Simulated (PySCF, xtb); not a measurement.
Se(F)(OH) (FHOSe), SMILES O[Se]F.

Geometry optimised at B3LYP-D3(BJ)/def2-TZVP. Other conformers were not sampled.

Calculation: C-PCM-PBE0/def2-SVP run with PySCF.

The values are the electrostatic part of the solvation free energy, E(continuum) − E(gas) at the gas-phase geometry, in a cavity of scaled van der Waals radii (PySCF's table); cavitation and dispersion terms are not included. In vacuum the orbital gap is 5.31 eV. The dipole moment in vacuum is 2.29 D.

| solvent | ε | ΔG(elec) (kcal/mol) | dipole (D) | gap (eV) |
|---|---|---|---|---|
| water | 78.36 | -6.1 | 2.79 | 5.38 |
| chloroform | 4.71 | -4.7 | 2.67 | 5.36 |
| acetonitrile | 35.69 | -6.0 | 2.78 | 5.38 |

For comparison, GFN2-xTB/ALPB(water) (xtb, at the GFN2-xTB geometry, all terms of that model) gives -6.1 kcal/mol.
